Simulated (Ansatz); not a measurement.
`[AlH2][O][SnH2][SiH3]`. Charge 0, multiplicity 1. Sn: def2 effective core potential. Geometry: relaxed with PBE0-D4/def2-TZVP. It is one conformer, not always the lowest.

```xyz
11

Al    1.042   -2.194    0.616
O     0.097   -1.026    1.369
Sn   -0.789    0.688    1.016
Si   -0.247    1.353   -1.407
H     1.439   -1.981   -0.909
H     1.500   -3.457    1.451
H    -2.449    0.398    1.306
H    -0.163    1.760    2.191
H     1.224    1.462   -1.579
H    -0.873    2.667   -1.716
H    -0.781    0.328   -2.341
```

**Question.** What is the dipole moment at PBE/def2-TZVPP? (Estimate.)

**Answer.** Computed: 1.48 D, with components (-0.48, 1.23, -0.67) D in this frame, pointing from negative to positive charge.

**Question.** And with r2SCAN, B3LYP, ωB97M-V? (An estimate is asked.)

**Answer.** Computed: r2SCAN 1.56 D, B3LYP 1.58 D, ωB97M-V 1.63 D.

**Question.** Give the Mulliken charges with PBE, ωB97M-V, B3LYP in def2-TZVPP. (An estimate is asked.)

**Answer.** Ansatz gave: 
| atom | PBE | ωB97M-V | B3LYP |
| --- | --- | --- | --- |
| Al1 | 0.41 | 0.45 | 0.50 |
| O2 | -0.50 | -0.59 | -0.58 |
| Sn3 | 0.67 | 0.60 | 0.73 |
| Si4 | -0.01 | -0.02 | 0.05 |
| H5 | -0.14 | -0.13 | -0.16 |
| H6 | -0.12 | -0.11 | -0.14 |
| H7 | -0.12 | -0.09 | -0.13 |
| H8 | -0.12 | -0.09 | -0.13 |
| H9 | -0.03 | 0.00 | -0.04 |
| H10 | -0.03 | -0.01 | -0.05 |
| H11 | -0.03 | 0.00 | -0.04 |

B3LYP here is the variant with VWN-RPA as its local correlation; programs differ in this.
